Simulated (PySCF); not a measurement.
Method: M06-2X/def2-TZVP // PBE0-D3(BJ)/def2-TZVP (PySCF 2.14.0). Gas-phase values, no solvent. One relaxed conformer stands for a flexible species; it need not be the lowest. Excitations are Tamm–Dancoff values on a coarser integration grid. The basis has no diffuse functions, so Rydberg states are missing or too high.

Reference species (SMILES): `CC#CS` (neutral, multiplicity 1).

The HOMO comes out as -7.62 eV and the T1 excitation (TDA) is 4.57 eV. The HOMO–LUMO gap is 8.55 eV.

Changed species: `C=CC=S` (C–C–C–S torsion 180°).

### Question
Predict the effect on the HOMO, T1 excitation (TDA) and HOMO–LUMO gap.

### Answer
the HOMO falls by 0.14 eV, to -7.76 eV; the T1 excitation (TDA) decreases by 2.87 eV, to 1.70 eV; the HOMO–LUMO gap drops by 2.65 eV, to 5.90 eV.
